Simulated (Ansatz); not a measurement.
A CCSD(T) single point on H$_{5}$N$_{3}$OW, SMILES `[NH]=[W](=[NH])([NH2])[OH]`.

```yaml
crystal:
  periodic: [false, false, false]
  atoms:
    - {symbol: N, position_ang: [-1.341172, 0.328689, -1.244409]}
    - {symbol: W, position_ang: [0.043807, 0.181559, -0.180036]}
    - {symbol: N, position_ang: [1.253528, -0.979832, -0.696693]}
    - {symbol: N, position_ang: [-0.628385, -0.444047, 1.541690]}
    - {symbol: O, position_ang: [0.856719, 1.906715, -0.043562]}
    - {symbol: H, position_ang: [-1.930876, 0.160998, -2.042765]}
    - {symbol: H, position_ang: [1.656535, -1.677671, -1.301386]}
    - {symbol: H, position_ang: [-0.131870, -1.096958, 2.126559]}
    - {symbol: H, position_ang: [-1.590154, -0.350547, 1.826734]}
    - {symbol: H, position_ang: [1.811869, 1.971074, 0.013868]}
basis:
  gaussian: {orbitals: def2-TZVPP}
correlation: {method: ccsd_t}
output: {orbitals: {seedname: orbitals}}
```

```sh
$ ansatz run in.yaml --threads 4 --pin off --events-out ev --progress --plain
```

Log, shortened:

```
Functional definition: HF
1558 factors; integrals over basis functions are off by at most 1.1e-3 eV
mean field evaluation 1: about -8362.5112 eV, gradient 7.6e1 eV
mean field evaluation 2: about -8362.7317 eV, gradient 7.6e1 eV
mean field evaluation 4: about -8372.7821 eV, gradient 1.3e1 eV
mean field evaluation 8: about -8373.1683 eV, gradient 1.0e0 eV
mean field evaluation 16: about -8373.1716 eV, gradient 3.4e-6 eV
mean field -8373.17156156 eV, -307.7083793477 hartree, gradient 3.4e-6 eV, S^2 0.000000; 0 other end points of the search recorded, 0 dependent functions left out
4 core orbitals not correlated: weight in the atoms' cores, before any rotation towards them, 1.000 or more for the frozen orbitals, at most 0.000 for the correlated occupied ones
reference -8373.17156156 eV, -307.7083793477 hartree; 20, 20 occupied and 226, 226 virtual orbitals, 1558 factors
second order -38.00852038 eV of doubles, -0.00000000 eV of singles
cycle   1  -34.93978309 eV  change     3.1e0 eV  update   2.5e-1
cycle   2  -36.42400079 eV  change    -1.5e0 eV  update   1.4e-1
cycle   3  -36.77427273 eV  change   -3.5e-1 eV  update   3.6e-2
cycle   4  -36.77947450 eV  change   -5.2e-3 eV  update   1.5e-2
cycle   5  -36.76604626 eV  change    1.3e-2 eV  update   3.7e-3
cycle   6  -36.76853529 eV  change   -2.5e-3 eV  update   1.7e-3
cycle   7  -36.76858993 eV  change   -5.5e-5 eV  update   5.9e-4
cycle   8  -36.76807233 eV  change    5.2e-4 eV  update   2.4e-4
cycle   9  -36.76817250 eV  change   -1.0e-4 eV  update   9.2e-5
cycle  10  -36.76827987 eV  change   -1.1e-4 eV  update   3.8e-5
cycle  11  -36.76819750 eV  change    8.2e-5 eV  update   2.6e-5
cycle  12  -36.76816623 eV  change    3.1e-5 eV  update   1.2e-5
perturbative correction -2.03482082 eV, -0.0747782859 hartree
Total energy: -8411.97454860 eV, -309.1343628200 hartree
```

It took 3.6 min on 4 threads of a server CPU on a shared host, with 6.4 GiB of host memory at the peak.

Correlation energy per correlated electron: -0.970 eV. T1 diagnostic: 0.0200.
